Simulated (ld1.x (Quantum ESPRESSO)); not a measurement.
Tc: ultrasoft pseudisation with PBEsol, scalar-relativistic reference atom.

ld1.x (Quantum ESPRESSO) 7.5 input, shortened:

```
&input
   title='Tc', zed=43., rel=1, dft='PBESOL', iswitch=3,
   config='[Kr] 4d5 5s0 5p0'
 /
 &inputp
   pseudotype=3, tm=.true., lloc=-2, rcloc=2.60,
   nlcc=.true., new_core_ps=.true., rcore=0.90,
   which_augfun='PSQ', rmatch_augfun=1.20
 /
6
5S  1  0   0.00   0.00  1.75  2.30  0.0
5S  1  0   0.00   1.60  1.75  2.30  0.0
5P  2  1   0.00   0.00  2.45  3.30  0.0
5P  2  1   0.00   1.40  2.45  3.30  0.0
4D  3  2   5.00   0.00  1.25  1.45  0.0
4D  3  2   0.00  -1.10  1.25  1.45  0.0
 &test
   configts(1)='4d5 5s0 5p0'
 /
```

Does the generator finish with these settings?

Yes, a potential is produced.

Does the potential have ghost states?

Ghost state, extra bound levels that the all-electron valence spectrum of the same l lacks: p at -14.0 eV. A true bound ghost makes a file unfit for plane-wave use.

Is the overlap operator S = 1 + Σ q|β⟩⟨β| positive definite (Bessel basis up to 400 Ry)?

Yes: its lowest eigenvalue is 0.67 (s channel).

Test run stopped at test 1 of 7 (negative rho).
